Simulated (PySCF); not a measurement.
# Pr⁵⁴⁺: ionisation energy

Pr⁵⁴⁺ [He] 2s2 2p1 (2P) → Pr⁵⁵⁺ [He] 2s2 (1S), as a difference of total energies. Calculation: PySCF 2.14, in an uncontracted even-tempered set (19 s from 29 bohr⁻², ratio 2.2; 12 p from 37 bohr⁻², ratio 2.2; 5 d from 140 bohr⁻², ratio 2.4; 5 f from 210 bohr⁻², ratio 2.4; 4 g from 320 bohr⁻², ratio 2.4); the spin-free X2C one-electron Hamiltonian (Gaussian nucleus). Correlated levels: nothing frozen; virtual orbitals above 40 to 60 times the deepest correlated orbital energy dropped. The calculations carry no spin-orbit coupling.

```
                 method  ionisation energy (eV)
                    UHF                 10905.9
                    LDA                 10898.0
                   PBE0                 10907.2
                 r2SCAN                 10910.1
                   PW91                 10909.0
                   BP86                 10909.4
SCS-MP2 (all electrons)                 10905.0
```

Problem. Estimate what MP2 (all electrons) gives.

Solution. 10905.4 eV, closest to SCS-MP2 (all electrons) among the rows shown.

Problem. Estimate what PBE gives.

Solution. 10907.4 eV, closest to PBE0 among the rows shown.

A first-order spin-orbit estimate (lowest level to lowest level, LS coupling) adds 338.3 eV.

For this ion Breit and QED terms and the two-electron picture change, all absent here, outweigh the differences among the correlated methods.

First order in ζ underestimates the shift of j = l − 1/2 levels at high Z.

For comparison: 11262 ± 5 eV (theoretical estimate listed by NIST; NIST Atomic Spectra Database, ionization energies).
